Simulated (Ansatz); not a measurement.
Input file for CH4OSeSi, SMILES `O=C([SiH3])[SeH]`:

```yaml
crystal:
  periodic: [false, false, false]
  atoms:
    - {symbol: O, position_ang: [1.464394, -0.900875, 1.267857]}
    - {symbol: C, position_ang: [0.546175, -0.740755, 0.518923]}
    - {symbol: Si, position_ang: [0.071984, 1.017022, -0.110742]}
    - {symbol: Se, position_ang: [-0.502433, -2.284340, -0.070273]}
    - {symbol: H, position_ang: [-1.053251, 0.943332, -1.073987]}
    - {symbol: H, position_ang: [-0.311215, 1.811563, 1.080609]}
    - {symbol: H, position_ang: [1.279273, 1.587420, -0.753821]}
    - {symbol: H, position_ang: [-1.402828, -1.490364, -0.914366]}
basis:
  gaussian: {orbitals: def2-TZVPP}
correlation: {method: ccsd_t}
```

```sh
$ ansatz run in.yaml --threads 4 --pin off --events-out ev --progress --plain --max-ram 10444MiB
```

Output of Ansatz, abridged:

```
Functional definition: HF
1273 factors; integrals over basis functions are off by at most 1.5e-3 eV
mean field evaluation 1: about -76293.2198 eV, gradient 3.8e1 eV
mean field evaluation 2: about -76293.4759 eV, gradient 3.8e1 eV
mean field evaluation 4: about -76297.0793 eV, gradient 4.1e0 eV
mean field evaluation 8: about -76297.2022 eV, gradient 6.2e-1 eV
mean field evaluation 16: about -76297.2071 eV, gradient 2.7e-6 eV
mean field -76297.20705720 eV, -2803.8706432479 hartree, gradient 2.6e-6 eV, S^2 0.000000; 0 other end points of the search recorded, 0 dependent functions left out
16 core orbitals not correlated: weight in the atoms' cores, before any rotation towards them, 1.000 or more for the frozen orbitals, at most 0.000 for the correlated occupied ones
reference -76297.20705720 eV, -2803.8706432479 hartree; 17, 17 occupied and 175, 175 virtual orbitals, 1273 factors
second order -21.45165164 eV of doubles, -0.00000000 eV of singles
cycle   1  -21.38400230 eV  change    6.8e-2 eV  update   1.3e-1
cycle   2  -22.04860013 eV  change   -6.6e-1 eV  update   4.4e-2
cycle   3  -22.22722787 eV  change   -1.8e-1 eV  update   2.4e-2
cycle   4  -22.20704403 eV  change    2.0e-2 eV  update   7.1e-3
cycle   5  -22.20379841 eV  change    3.2e-3 eV  update   3.6e-3
cycle   6  -22.20557971 eV  change   -1.8e-3 eV  update   1.5e-3
cycle   7  -22.20456977 eV  change    1.0e-3 eV  update   6.7e-4
cycle   8  -22.20448392 eV  change    8.6e-5 eV  update   2.8e-4
cycle   9  -22.20462616 eV  change   -1.4e-4 eV  update   9.6e-5
cycle  10  -22.20460197 eV  change    2.4e-5 eV  update   3.9e-5
perturbative correction -0.97231833 eV, -0.0357320397 hartree
Total energy: -76320.38397751 eV, -2804.7223793592 hartree
```

Hardware: 4 threads of an Arm Neoverse V1 on a shared host. Wall time 86 s, peak host memory 2.8 GiB.

The correlation energy is -23.177 eV, 4.2 % of it from (T); the T1 diagnostic reads 0.0153.
